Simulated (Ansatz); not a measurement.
Reactions of H3NSSi, SMILES `N[Si]S`.

Computed with Ansatz on PBE0-D4/def2-TZVP structures; ΔE is electronic, products minus reactants. CCSD(T)/CBS adds triple-zeta CCSD(T) − MP2 to the extrapolated MP2 energy (def2 sets, frozen cores). This one scheme is used for every species. def2 core potentials past Kr. For In outer-core shells are correlated without core-valence functions, which leaves a few kJ/mol of doubt a bond. Each species was taken in one conformer, which may not be the lowest.

Order these by ΔE at CCSD(T)/CBS, lowest first. (Best estimate.)
A. `N[Si]S` + `[SiH3]OBS` → `[SiH3]O[Si]S` + `NBS`
B. `N[Si]S` + CH₃SH → `CS[Si]N` + H₂S
C. `N[Si]S` + `[CH3][In]([Cl])[Cl]` → `C[Si]N` + `[SH][In]([Cl])[Cl]`

A (-0.27 eV), B (0.00 eV), C (+0.19 eV).

Largest T1 diagnostic: 0.015, for `[SiH3]O[Si]S`.
